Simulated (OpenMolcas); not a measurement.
Cr4+, Mo4+, W4+: d² down the group

```
Program             : OpenMolcas
Method              : SS-CASPT2, IPEA 0.25 Eh, imaginary shift 0.1 Eh
Basis               : ANO-RCC-VTZP
Scalar Hamiltonian  : DKH2, point nucleus
Spin-orbit coupling : RASSI with atomic mean-field integrals over the reference wave functions, term energies averaged over their components
```

Active space for each ion: 2 electrons in 5 orbitals (d); closed shells correlated by CASPT2: Cr4+ 3s 3p; Mo4+ 4s 4p; W4+ 5s 5p.

Computed levels in cm-1 above ³F₂:

```csv
Level,Cr4+,Mo4+,W4+
³F₃,509,1527,6440
³F₄,1157,3260,11860
¹D₂,12920,10070,14100
³P₀,16080,11770,13580
³P₁,16260,12400,17260
³P₂,16650,13800,23490
¹G₄,22480,16960,23400
¹S₀,52150,38080,44510
weight of ³F in the lowest level (%),100,98,89
```

Mixed levels, with the weight of the term that names them: W4+ ¹D₂ (60 %), W4+ ³P₂ (68 %).

Measured, with the error of the calculation in %. Measured levels: Cr4+ from Sugar and Corliss, J. Phys. Chem. Ref. Data 6, 317 (1977); Mo4+ from Sugar and Musgrove, J. Phys. Chem. Ref. Data 17, 155 (1988); W4+ from the list in J. Phys. B 45, 065001 (2012).

```tsv
Level	Cr4+	Mo4+	W4+
³F₃	508 (+0.1)	1578 (-3.3)	
³F₄	1142 (+1.3)	3357 (-3.0)	11519 (+3.0)
¹D₂	13188 (-2.0)	10190 (-1.2)	13742 (+2.6)
³P₀	15492 (+3.8)	11161 (+5.4)	12839 (+5.8)
³P₁	15677 (+3.7)	11807 (+5.0)	16331 (+5.7)
³P₂	16041 (+3.8)	13408 (+2.9)	22615 (+3.9)
¹G₄	22019 (+2.1)	16354 (+3.7)	22346 (+4.7)
¹S₀	51146 (+2.0)	37738 (+0.9)	43110 (+3.2)
```

The fine-structure level ³F₄ changes by a factor of 10.3 from Cr4+ to W4+.

Without spin-orbit coupling ¹D lies 12290, 8410, 7460 cm-1 above ³F in that order; the difference to the level ¹D₂, of either sign, comes from spin-orbit coupling, which also lowers the zero.

Term energies are means over components that CASPT2 splits; among the terms shown or strongly mixed into the levels shown the widest spread is 820 cm-1 (3d² ¹G, Cr4+). Computed and measured levels are paired by configuration, term and J; levels that our copy of the source lacks, or whose pairing is in doubt (as where it misses far off the trend of its configuration), stay unpaired and out of the deviations. Only configurations of the active space appear.
